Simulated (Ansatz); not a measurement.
Saddle point of Si2H8SO, singlet (SiH₄SO ([OH][SiH2][SH]) + SiH₄ → Si₂H₆O ([OH][SiH2][SiH3]) + H₂S; bonds formed: Si1–Si7, S2–H6; bonds broken: Si1–S2, H6–Si7), PBE0-D4/def2-TZVP structure:

```xyz
12
angstrom
Si 0.3599 -0.1668 -0.9818
S 2.0000 0.6185 0.8877
H -0.9052 -0.5466 -1.6964
H 1.2657 -1.3324 -1.0425
O 0.6195 1.2605 -1.7312
H 0.3340 -0.0714 0.7398
Si -1.3346 -0.7096 0.8697
H 1.4085 1.7897 1.1844
H 1.4144 1.7026 -1.4142
H -2.3892 0.2585 0.4854
H -1.1633 -0.7313 2.3462
H -1.6096 -2.0718 0.3528
```

Energies are electronic, without zero-point energy. Barriers and step energies count from the start structure reached by relaxing down the imaginary mode; all methods use the PBE0-D4 structures, on which another method's saddle can fall below an end. Program: Ansatz 0.2.0. Basis: def2-TZVPP, with def2-QZVPP for the basis limit. Cores are frozen in the correlated methods. B3LYP uses VWN-RPA correlation. Extrapolation: Hartree–Fock as exp(−7.88 √X), correlation as X^−2.97.

```csv
method,barrier (eV),step energy (eV)
SPW92,1.781,0.504
PBE-D4,?,0.542
BLYP-D4,2.343,0.611
r2SCAN-D4,2.299,0.659
B97M-V,?,0.640
PBE0-D4,2.337,0.602
B3LYP-D4,2.549,0.650
r2SCAN0-D4,2.487,0.689
BHLYP-D4,2.871,0.718
CAM-B3LYP-D4,2.734,0.670
wB97X-V,2.734,0.678
wB97M-V,2.672,0.742
B2PLYP,2.680,0.699
PBE-QIDH,?,0.698
RPA on PBE,2.702,0.673
HF,3.595,0.828
MP2,2.680,0.778
CCSD,2.870,0.698
CCSD(T),2.707,0.685
```

Task: Fill in the withheld barriers. (To be estimated.)

Result: The calculation gives: PBE-D4 2.062; PBE-QIDH 2.590; B97M-V 2.455 eV. Each is the energy of the saddle less that of the start structure, by the same method.

For comparison, the barrier by CCSD(T) at an estimated basis limit (MP2 extrapolated from triple and quadruple zeta, plus CCSD(T) − MP2 in triple zeta) is 2.651 eV.

The T1 diagnostic stays at or below 0.015.

Labels in which every atom is bracketed show which atoms are joined, not bond orders.

For scale, one of the runs: CCSD(T)/def2-TZVPP, 269 basis functions, launched by `ansatz run in.yaml --threads 4 --pin off --events-out ev --progress --plain --max-ram 9574MiB`. Time: 2.9 min of wall clock on 4 CPU threads of an Arm Neoverse V1; the host was shared. Peak host memory: 6.3 GiB.
